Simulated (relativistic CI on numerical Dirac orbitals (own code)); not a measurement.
Crystal-field levels of Hf²⁺, 5d2

Calculated by Dirac-Coulomb-Breit CI, separate exchange-only KLI orbitals for each configuration, model QED, valence Slater integrals scaled by 0.85, one configuration in a parametric crystal field (own radial code).

Field parameters in Wybourne normalisation: D3d B²₀ = −7Dσ, B⁴₀ = −14Dq − 21Dτ, B⁴₃ = −14√(10/7) Dq. The field is a parameter set, without covalency.

S and J are read from ⟨S²⟩ = S(S + 1) and ⟨J²⟩ = J(J + 1) of each level; they are not fictitious spins.

D3d, 10Dq = 30900, Dσ = -1200, Dτ = 190 cm⁻¹, the lowest 10 levels:

```csv
E (cm⁻¹),Degeneracy,Irrep,S,J
0.0,1,A1,0.99,2.74
110,2,E,0.99,2.73
1159,2,E,0.99,2.69
2318,2,E,1.00,3.25
2943,1,A2,1.00,3.42
3177,1,A1,0.99,3.59
7829,2,E,0.04,3.29
10017,2,E,0.03,3.15
10028,1,A1,0.03,3.01
20191,1,A1,0.03,2.85
```

D3d, 10Dq = 30900, Dσ = 1200, Dτ = 190 cm⁻¹, the lowest 16 levels:

| E (cm⁻¹) | Degeneracy | Irrep | S | J |
| --- | --- | --- | --- | --- |
| 0.0 | 2 | E | 1.00 | 2.69 |
| 548 | 2 | E | 0.99 | 2.88 |
| 906 | 1 | A1 | 0.97 | 3.04 |
| 1441 | 1 | A2 | 1.00 | 3.30 |
| 5100 | 2 | E | 0.98 | 3.20 |
| 5243 | 1 | A1 | 0.86 | 3.36 |
| 5576 | 1 | A1 | 0.36 | 3.16 |
| 8480 | 2 | E | 0.08 | 3.22 |
| 12948 | 2 | E | 0.02 | 3.11 |
| 21629 | 1 | A1 | 0.03 | 2.87 |
| 30816 | 1 | A2 | 1.00 | 3.07 |
| 30919 | 1 | A1 | 1.00 | 3.07 |
| 30986 | 2 | E | 1.00 | 3.07 |
| 31124 | 2 | E | 1.00 | 3.21 |
| 34321 | 2 | E | 0.99 | 3.32 |
| 34340 | 1 | A2 | 1.00 | 3.36 |

D3d, 10Dq = 30900, Dσ = 980, Dτ = 190 cm⁻¹, the lowest 16 levels:

| E (cm⁻¹) | Degeneracy | Irrep | S | J |
| --- | --- | --- | --- | --- |
| 0.0 | 2 | E | 1.00 | 2.69 |
| 546 | 2 | E | 0.99 | 2.87 |
| 937 | 1 | A1 | 0.97 | 3.03 |
| 1475 | 1 | A2 | 1.00 | 3.31 |
| 4636 | 2 | E | 0.98 | 3.20 |
| 4822 | 1 | A1 | 0.99 | 3.36 |
| 6037 | 1 | A1 | 0.10 | 3.18 |
| 8506 | 2 | E | 0.07 | 3.21 |
| 12406 | 2 | E | 0.02 | 3.13 |
| 21179 | 1 | A1 | 0.03 | 2.85 |
| 30897 | 1 | A2 | 1.00 | 3.07 |
| 31011 | 1 | A1 | 1.00 | 3.07 |
| 31099 | 2 | E | 1.00 | 3.09 |
| 31268 | 2 | E | 1.00 | 3.25 |
| 33925 | 2 | E | 0.99 | 3.32 |
| 33945 | 1 | A2 | 1.00 | 3.37 |

The free-ion ground term has S = 1. Every field shown keeps that spin.

Levels of this model without a field, named by their leading LS term: ³F2 0, ³F3 2208, ³F4 4535, ¹D2 8954, ³P0 9306, ³P1 10249, ³P2 12634, ¹G4 13650 cm⁻¹.
